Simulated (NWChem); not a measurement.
System: C3H4O2Si; SMILES [Si@H]1(OC=C1)C=O

Parts of the log:

```
             Northwest Computational Chemistry Package (NWChem) 7.3.0
             --------------------------------------------------------

                             Geometry "geometry" -> ""
                             -------------------------

 Output coordinates in angstroms (scale by  1.889725989 to convert to a.u.)

  No.       Tag          Charge          X              Y              Z
 ---- ---------------- ---------- -------------- -------------- --------------
    1 O                    8.0000    -0.20624400    -2.65309200     0.08878900
    2 C                    6.0000     0.10692400    -1.56858300     0.51391300
    3 Si                  14.0000    -0.00037300     0.00829100    -0.57593900
    4 C                    6.0000    -1.12844300     1.31386200     0.06104800
    5 C                    6.0000     0.02358900     1.93142200     0.41285400
    6 O                    8.0000     1.11877900     1.21011400     0.01398400
    7 H                    1.0000     0.42394000    -1.44090200     1.58716100
    8 H                    1.0000     0.16746200    -0.32906200    -2.01364700
    9 H                    1.0000    -2.15462100     1.61927400     0.24677600
   10 H                    1.0000     0.21858500     2.86896700     0.94960800

 Effective nuclear repulsion energy (a.u.)     271.0842988742

                                 NWChem DFT Module
                                 -----------------

 Summary of "ao basis" -> "ao basis" (spherical)
 ------------------------------------------------------------------------------
       Tag                 Description            Shells   Functions and Types
 ---------------- ------------------------------  ------  ---------------------
 O                          def2-svp                 6       14   3s2p1d
 C                          def2-svp                 6       14   3s2p1d
 Si                         def2-svp                 8       18   4s3p1d
 H                          def2-svp                 3        5   2s1p

            General Information
            -------------------
          SCF calculation type: DFT
          Wavefunction type:  closed shell.
          No. of atoms     :    10
          No. of electrons :    52
           Alpha electrons :    26
            Beta electrons :    26
          Charge           :     0
          Spin multiplicity:     1
          Use of symmetry is: off; symmetry adaption is: off
          Maximum number of iterations: 150
          AO basis - number of functions:   108
                     number of shells:    50
          Convergence on energy requested:  1.00D-06
          Convergence on density requested:  1.00D-05
          Convergence on gradient requested:  5.00D-04

              XC Information
              --------------
                         B3LYP Method XC Potential
                     Hartree-Fock (Exact) Exchange  0.200
                        Slater Exchange Functional  0.800 local
                    Becke 1988 Exchange Functional  0.720 non-local
              Lee-Yang-Parr Correlation Functional  0.810
                  VWN I RPA Correlation Functional  0.190 local

             Grid Information
             ----------------
          Grid used for XC integration:  medium
          Radial quadrature: Mura-Knowles
          Angular quadrature: Lebedev.
          Tag              B.-S. Rad. Rad. Pts. Rad. Cut. Ang. Pts.
          ---              ---------- --------- --------- ---------
          O                   0.60       49          13.0       434
          C                   0.70       49          11.0       434
          Si                  1.10       88          10.0       590
          H                   0.35       45          11.0       434
          Grid pruning is: on
          Number of quadrature shells:   513
          Spatial weights used:  Erf1

      Superposition of Atomic Density Guess
      -------------------------------------

 Sum of atomic energies:        -552.99239970

      Non-variational initial energy
      ------------------------------

 Total energy =    -555.894822
 1-e energy   =   -1298.799177
 2-e energy   =     471.820057
 HOMO         =      -0.264592
 LUMO         =      -0.072594

     ---------------------------------------------
      Total Density - Mulliken Population Analysis
     ---------------------------------------------

    Atom       Charge   Shell Charges
 -----------   ------   -------------------------------------------------------
    1 O    8     8.66   1.99  1.13  0.68  3.03  1.82  0.01
    2 C    6     5.57   1.99  0.96  0.33  1.55  0.66  0.07
    3 Si  14    13.06   2.00  1.99  0.99  0.22  5.93  1.00  0.68  0.25
    4 C    6     6.56   1.99  1.00  0.38  2.11  1.07  0.02
    5 C    6     5.56   1.99  0.94  0.25  1.68  0.63  0.07
    6 O    8     8.76   1.99  1.11  0.71  3.01  1.92  0.01
    7 H    1     0.96   0.69  0.25  0.02
    8 H    1     1.07   0.69  0.37  0.01
    9 H    1     0.88   0.65  0.21  0.03
   10 H    1     0.92   0.67  0.22  0.02

   convergence    iter        energy       DeltaE   RMS-Dens  Diis-err
 ---------------- ----- ----------------- --------- --------- ---------
 d= 0,ls=0.0,diis     1   -556.1922943074 -8.27D+02  1.74D-02  1.19D+00
 d= 0,ls=0.0,diis     2   -555.8615013336  3.31D-01  1.13D-02  4.69D+00
 d= 0,ls=0.0,diis     3   -556.3342218673 -4.73D-01  2.53D-03  8.74D-02
 d= 0,ls=0.0,diis     4   -556.3384389817 -4.22D-03  1.21D-03  4.56D-02
 d= 0,ls=0.0,diis     5   -556.3430301334 -4.59D-03  2.69D-04  1.20D-03
  Resetting Diis
 d= 0,ls=0.0,diis     6   -556.3431498619 -1.20D-04  8.66D-05  9.50D-05
 d= 0,ls=0.0,diis     7   -556.3431598732 -1.00D-05  8.67D-05  2.10D-05
 d= 0,ls=0.0,diis     8   -556.3431509360  8.94D-06  5.86D-05  9.51D-05
 d= 0,ls=0.0,diis     9   -556.3431625272 -1.16D-05  5.45D-06  4.93D-07
 d= 0,ls=0.0,diis    10   -556.3431625869 -5.97D-08  1.04D-06  1.13D-08

         Total DFT energy =     -556.343162586882
      One electron energy =    -1302.434908649966
           Coulomb energy =      530.862681000031
    Exchange-Corr. energy =      -55.855233811135
 Nuclear repulsion energy =      271.084298874187

 Numeric. integr. density =       51.999998764148

                       DFT Final Molecular Orbital Analysis
                       ------------------------------------

 Vector   24  Occ=2.000000D+00  E=-3.342101D-01
              MO Center= -4.3D-01,  6.9D-01, -3.4D-01, r^2= 3.3D+00
   Bfn.  Coefficient  Atom+Function         Bfn.  Coefficient  Atom+Function
  ----- ------------  ---------------      ----- ------------  ---------------
    51      0.324792   4 C  py               94      0.236322   8 H  s
    52      0.182647   4 C  pz              104     -0.174695  10 H  s
    65     -0.173492   5 C  py               36      0.165536   3 Si px
    54      0.164964   4 C  py               38     -0.158192   3 Si pz
    95      0.151602   8 H  s                31     -0.135050   3 Si s

 Vector   25  Occ=2.000000D+00  E=-2.553282D-01
              MO Center= -1.3D-01, -6.2D-02,  1.3D-01, r^2= 4.7D+00
   Bfn.  Coefficient  Atom+Function         Bfn.  Coefficient  Atom+Function
  ----- ------------  ---------------      ----- ------------  ---------------
    52      0.302707   4 C  pz                6      0.298860   1 O  pz
    80     -0.260557   6 O  pz               55      0.242931   4 C  pz
     9      0.220527   1 O  pz               83     -0.211857   6 O  pz
    79      0.195669   6 O  py               89     -0.171605   7 H  s
     5     -0.162108   1 O  py               82      0.157661   6 O  py

 Vector   26  Occ=2.000000D+00  E=-2.492259D-01
              MO Center= -1.3D-01, -3.5D-01,  2.2D-01, r^2= 4.9D+00
   Bfn.  Coefficient  Atom+Function         Bfn.  Coefficient  Atom+Function
  ----- ------------  ---------------      ----- ------------  ---------------
     6      0.346349   1 O  pz                9      0.263709   1 O  pz
    80      0.226930   6 O  pz               52     -0.208257   4 C  pz
    66     -0.207739   5 C  pz               89     -0.195839   7 H  s
    51      0.194308   4 C  py               83      0.188290   6 O  pz
    55     -0.177619   4 C  pz               90     -0.178369   7 H  s

 Vector   27  Occ=0.000000D+00  E=-7.530609D-02
              MO Center=  5.8D-03, -1.4D+00,  1.5D-01, r^2= 2.8D+00
   Bfn.  Coefficient  Atom+Function         Bfn.  Coefficient  Atom+Function
  ----- ------------  ---------------      ----- ------------  ---------------
    21     -0.387434   2 C  px                4      0.379879   1 O  px
    18     -0.380897   2 C  px                7      0.371049   1 O  px
    39     -0.372891   3 Si px               49     -0.306894   4 C  s
    77      0.162291   6 O  s                95      0.156045   8 H  s
    41      0.141258   3 Si pz               36     -0.125977   3 Si px

 Vector   28  Occ=0.000000D+00  E=-1.507730D-02
              MO Center= -2.8D-01,  1.3D+00,  7.3D-02, r^2= 2.9D+00
   Bfn.  Coefficient  Atom+Function         Bfn.  Coefficient  Atom+Function
  ----- ------------  ---------------      ----- ------------  ---------------
    69      0.521370   5 C  pz               66      0.422684   5 C  pz
    41     -0.411329   3 Si pz               17      0.371413   2 C  s
    55     -0.336964   4 C  pz               95     -0.314036   8 H  s
    68     -0.311505   5 C  py               40      0.300995   3 Si py
    54      0.274585   4 C  py               52     -0.247740   4 C  pz

 Vector   29  Occ=0.000000D+00  E= 1.400409D-02
              MO Center= -2.3D-01, -4.5D-01, -5.5D-01, r^2= 3.6D+00
   Bfn.  Coefficient  Atom+Function         Bfn.  Coefficient  Atom+Function
  ----- ------------  ---------------      ----- ------------  ---------------
    39      0.746733   3 Si px               40      0.692773   3 Si py
    49      0.607592   4 C  s                32     -0.599189   3 Si s
    95      0.474918   8 H  s                17      0.467171   2 C  s
    77     -0.429759   6 O  s                63     -0.413272   5 C  s
    22      0.332249   2 C  py               21     -0.286195   2 C  px

     ---------------------------------------------
      Total Density - Mulliken Population Analysis
     ---------------------------------------------

    Atom       Charge   Shell Charges
 -----------   ------   -------------------------------------------------------
    1 O    8     8.19   1.99  1.11  0.68  2.82  1.58  0.02
    2 C    6     5.98   1.99  0.97  0.29  1.97  0.69  0.07
    3 Si  14    13.38   2.00  1.98  1.08  0.16  5.92  1.26  0.64  0.34
    4 C    6     6.26   1.99  0.91  0.36  2.10  0.88  0.02
    5 C    6     5.75   1.99  0.93  0.20  2.01  0.56  0.07
    6 O    8     8.42   1.99  1.09  0.73  2.87  1.74  0.01
    7 H    1     0.98   0.75  0.21  0.02
    8 H    1     1.07   0.74  0.32  0.01
    9 H    1     0.98   0.74  0.22  0.02
   10 H    1     0.98   0.75  0.21  0.02

     -------------------------------------------
      Total Density - Lowdin Population Analysis
     -------------------------------------------

    Atom       Charge   Shell Charges
 -----------   ------   -------------------------------------------------------
    1 O    8     8.12   1.97  0.93  0.65  2.68  1.84  0.03
    2 C    6     6.03   1.97  0.65  0.37  1.78  1.10  0.17
    3 Si  14    13.37   2.00  1.93  0.66  0.31  5.81  1.26  0.90  0.50
    4 C    6     6.28   1.97  0.62  0.35  1.93  1.36  0.06
    5 C    6     5.90   1.96  0.61  0.30  1.80  1.06  0.17
    6 O    8     8.26   1.97  0.93  0.62  2.73  1.98  0.02
    7 H    1     1.01   0.65  0.29  0.07
    8 H    1     1.09   0.65  0.42  0.03
    9 H    1     0.97   0.62  0.28  0.07
   10 H    1     0.98   0.64  0.27  0.07

     Multipole analysis of the density
     ---------------------------------

     L   x y z        total         alpha         beta         nuclear
     -   - - -        -----         -----         ----         -------
     0   0 0 0     -0.000000    -26.000000    -26.000000     52.000000

     1   1 0 0     -0.247879     -0.088832     -0.088832     -0.070215
     1   0 1 0      0.684704     -0.933905     -0.933905      2.552515
     1   0 0 1      0.186945      0.607642      0.607642     -1.028340

     2   2 0 0    -31.174768    -56.589992    -56.589992     82.005216
     2   1 1 0     -2.053858     -4.690482     -4.690482      7.327106
     2   1 0 1     -0.022890      0.045730      0.045730     -0.114351
     2   0 2 0    -34.634492   -246.877953   -246.877953    459.121413
     2   0 1 1      0.836688      0.217295      0.217295      0.402098
     2   0 0 2    -29.895335    -41.506944    -41.506944     53.118552

                     NWChem Electrostatic Potential Fit Module
                     -----------------------------------------

 Atom parameters

 Number of atoms is                                   10
 Number of basis functions is                        108

 Grid parameters

 Maximum number of grid points is                  42835
 Number of grid points is                          42834
 Grid range                                     0.300000 nm
 Grid spacing                                   0.020000 nm
 Probe radius                                   0.070000 nm
 Atom radius factor                             1.000000

 Atomic radii

    1    0.100000
    6    0.147000
    8    0.136000
   14    0.187000
 FASTESP  F
  using M.O. file = ./job.movecs

    Atom              Coordinates                           Charge

                                                  ESP

    1 O    -0.020624   -0.265309    0.008879   -0.396421
    2 C     0.010692   -0.156858    0.051391    0.300158
    3 Si   -0.000037    0.000829   -0.057594    0.732837
    4 C    -0.112844    0.131386    0.006105   -0.626330
    5 C     0.002359    0.193142    0.041285    0.307653
    6 O     0.111878    0.121011    0.001398   -0.475657
    7 H     0.042394   -0.144090    0.158716   -0.010765
    8 H     0.016746   -0.032906   -0.201365   -0.106946
    9 H    -0.215462    0.161927    0.024678    0.198546
   10 H     0.021859    0.286897    0.094961    0.076924
                                            ------------
                                               -0.000000

 Dipole moment                                  0.779141

 Quadrupole moment Qxx                          2.548629
                   Qyy                        -10.837424
                   Qzz                          8.288794

 RMS deviation kJ/mol                           0.058704

 RRMS %                                        30.322164
```

Level: B3LYP/def2-SVP. All runs use the structure optimised with PBE0/def2-SVP.

Task: Which NWChem input produces such a log?

Result: This is not unique; one that fits is the input that was run:
```
start job
memory heap 200 mb stack 900 mb global 1100 mb
geometry units angstroms noautosym nocenter noautoz
  O     -0.206244    -2.653092     0.088789
  C      0.106924    -1.568583     0.513913
  Si    -0.000373     0.008291    -0.575939
  C     -1.128443     1.313862     0.061048
  C      0.023589     1.931422     0.412854
  O      1.118779     1.210114     0.013984
  H      0.423940    -1.440902     1.587161
  H      0.167462    -0.329062    -2.013647
  H     -2.154621     1.619274     0.246776
  H      0.218585     2.868967     0.949608
end
basis spherical
  O library def2-svp
  C library def2-svp
  Si library def2-svp
  H library def2-svp
end
dft
  xc b3lyp
  iterations 150
  mulliken
end
task dft energy
esp
  recalculate
  probe 0.07
  range 0.3
  factor 1.0
  spacing 0.02
end
task esp
```
